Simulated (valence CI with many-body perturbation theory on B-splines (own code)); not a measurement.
The numbers below are computed, except where a source is named.
From CI to CI+MBPT in Te³⁶⁺

Level of theory: configuration interaction combined with many-body perturbation theory (CI+MBPT): six valence electrons over a frozen Dirac-Fock core [Ne], a basis of 9 s, 9 p, 8 d, 6 f, 3 g, 1 h functions for each j, with the one-electron correlation potential Σ1 (screened to all orders), the two-electron term Σ2, the three-electron term Σ3, Breit, model QED; selected single and double excitations, second order for the rest, scaled by the run's own slope (own B-spline code, finite nucleus).

No measured spectrum was set against this ion. As an estimate, large intervals hold to a few tenths of a per cent, small ones and those within an open d or f shell to about a per cent. Among the levels kept, up to 1500 cm⁻¹ of a level comes from second order outside the variational space, and about a tenth of that is noise between levels of different J, which matters for small intervals.

Each rung adds one term. CI alone is the Dirac-Coulomb CI over the frozen core; QED comes last and gives the full result, which names the levels. Energies are above (3s^2 3p1/2^2 3p3/2^2) J=2 on the same rung, in cm⁻¹.

Levels are named by their leading jj configuration (3d3/2^4 stands for four electrons in 3d with j = 3/2), which in mixed levels can hold well under half, so a name can repeat and another be missing. Letters in brackets count levels of one name in rising energy.

```
                             Level  CI alone     + Σ1     + Σ2     + Σ3  + Breit     Full
        (3s^2 3p1/2^2 3p3/2^2) J=0     96320    96335    96074    95716    96620    96597
          (3s^2 3p1/2 3p3/2^3) J=1    512784   513372   514016   514070   507146   508086
          (3s^2 3p1/2 3p3/2^3) J=2    567883   568478   568894   568738   560713   561645
                (3s^2 3p3/2^4) J=0   1120050  1121210  1122170  1121890  1107680  1109440
    (3s^2 3p1/2^2 3p3/2 3d3/2) J=2   1194370  1192920  1190690  1189780  1186890  1185470
    (3s^2 3p1/2^2 3p3/2 3d3/2) J=1   1215670  1214250  1212200  1211440  1208730  1207030
    (3s^2 3p1/2^2 3p3/2 3d3/2) J=3   1235780  1234380  1232040  1230830  1226090  1225010
    (3s^2 3p1/2^2 3p3/2 3d3/2) J=0   1232950  1231510  1229370  1228290  1226400  1225170
    (3s^2 3p1/2^2 3p3/2 3d5/2) J=2   1282280  1281300  1280180  1280510  1275870  1271960
    (3s^2 3p1/2^2 3p3/2 3d5/2) J=4   1342990  1342060  1339830  1338610  1329600  1328830
          (3s 3p1/2^2 3p3/2^3) J=2   1462320  1461370  1458610  1458060  1452920  1449150
    (3s^2 3p1/2^2 3p3/2 3d5/2) J=3   1466090  1465090  1461440  1459440  1451590  1450810
(3s^2 3p1/2^2 3p3/2 3d5/2) J=1 [a]   1463000  1462070  1459800  1459430  1454910  1451280
(3s^2 3p1/2^2 3p3/2 3d5/2) J=1 [b]   1558960  1558010  1555040  1553560  1548120  1545440
    (3s^2 3p1/2 3p3/2^2 3d3/2) J=0   1669230  1668350  1667110  1666530  1656590  1655820
(3s^2 3p1/2 3p3/2^2 3d3/2) J=2 [a]   1672940  1672060  1670300  1669550  1658670  1658450
(3s^2 3p1/2 3p3/2^2 3d3/2) J=1 [a]   1677290  1676400  1674610  1673890  1664390  1663490
(3s^2 3p1/2 3p3/2^2 3d3/2) J=3 [a]   1710750  1709910  1708160  1707230  1694450  1694270
    (3s^2 3p1/2 3p3/2^2 3d3/2) J=4   1765760  1764920  1763200  1761890  1747900  1747730
(3s^2 3p1/2 3p3/2^2 3d5/2) J=3 [a]   1790500  1790130  1788400  1787610  1772410  1772530
(3s^2 3p1/2 3p3/2^2 3d5/2) J=0 [a]   1797650  1797260  1797030  1797360  1785740  1782820
(3s^2 3p1/2 3p3/2^2 3d5/2) J=4 [a]   1807290  1806910  1805340  1804240  1788860  1788960
    (3s^2 3p1/2 3p3/2^2 3d5/2) J=1   1820420  1820050  1818960  1818630  1805000  1803560
(3s^2 3p1/2 3p3/2^2 3d3/2) J=2 [b]   1822400  1821560  1819150  1817650  1806460  1806150
(3s^2 3p1/2 3p3/2^2 3d5/2) J=4 [b]   1866230  1865860  1864120  1862910  1845570  1845700
    (3s^2 3p1/2 3p3/2^2 3d5/2) J=5   1887550  1887210  1885730  1884280  1865770  1865830
(3s^2 3p1/2 3p3/2^2 3d3/2) J=3 [b]   1929920  1929080  1923360  1920560  1908580  1908330
(3s^2 3p1/2 3p3/2^2 3d3/2) J=1 [b]   1933110  1932360  1927000  1925160  1914770  1913580
(3s^2 3p1/2 3p3/2^2 3d3/2) J=2 [c]   1935190  1934340  1928100  1925690  1915390  1914260
(3s^2 3p1/2 3p3/2^2 3d5/2) J=2 [a]   1972780  1972440  1970440  1968520  1954760  1954850
(3s^2 3p1/2 3p3/2^2 3d3/2) J=1 [c]   2010580  2009850  2003430  2000870  1990620  1988970
```

(1) How does the ionisation energy move along the ladder, and which term matters most?

Results:

(1) CI alone 2475.0, + Σ1 2475.9, + Σ2 2476.0, + Σ3 2475.4, + Breit 2473.9, + QED 2473.8 eV. The largest step is Breit, -1.5 eV. NIST lists 2472 ± 5 eV (theoretical).
